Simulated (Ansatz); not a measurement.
C2H12OSi3, SMILES CO[Si@@H]([SiH3])C[SiH3].

Geometry optimised at B3LYP-D3(BJ)/def2-SVP. The structure was generated by enumeration; whether it is a known compound was not checked. Other conformers were not sampled.

Two levels are set side by side: PBE/def2-SVPD (Ansatz, a program for electronic structure) and PBE0/def2-SVPD (Ansatz). Energy differences of separate SCF runs at the same geometry; the states with an electron removed or added have multiplicity 2 and 2. Differences are taken from unrounded values.

| quantity | PBE0 | PBE | PBE minus PBE0 |
|---|---|---|---|
| vertical ionisation energy (eV) | 9.56 | 9.12 | -0.44 |
| vertical singlet–triplet gap (eV) | 5.88 | 5.50 | -0.38 |
